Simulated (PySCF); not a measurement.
C2H8Si, SMILES C[SiH2]C (connectivity only; charge and spin as stated), charge +1, multiplicity 2.

The structure is a stationary point at B3LYP-D3(BJ)/def2-SVP. A frequency run showed that this geometry is not a minimum. The multiplicity is an assumed one; other spin states were not compared. The isomer is the one that the SMILES or the coordinates give; other isomers of the formula were not compared.

These are M06-2X/def2-TZVPD (PySCF) values and carry that method's errors.

Computed frontier levels, dipole moment and polarisability:
```json
{
  "α spin, highest occupied and lowest empty level": "-15.84 and -4.74 eV",
  "β spin, highest occupied and lowest empty level": "-15.41 and -11.36 eV",
  "dipole_moment_about_the_centre_of_nuclear_charge": "0.05 D",
  "mean_static_polarisability": "75.6 bohr³ (11.20 Å³)",
  "polarisability_principal_values": "47.0, 52.0, 127.6 bohr³",
  "⟨S²⟩": "0.756 (pure state 0.75)"
}
```
